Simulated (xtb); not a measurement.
xtb input:

```bash
xtb mol.xyz --gfn 2 --sp --chrg 1 --uhf 0
```
mol.xyz:
```
4

C     -0.59117901     0.04682750     0.01488081
F      0.63603258    -0.05038036    -0.01600984
H     -1.16567067    -0.88634511     0.02648339
H     -1.01154853     1.05880341     0.02832029
```

Q: Which total energy does the run end on?

A: -7.26516 Eh (GFN2-xTB).
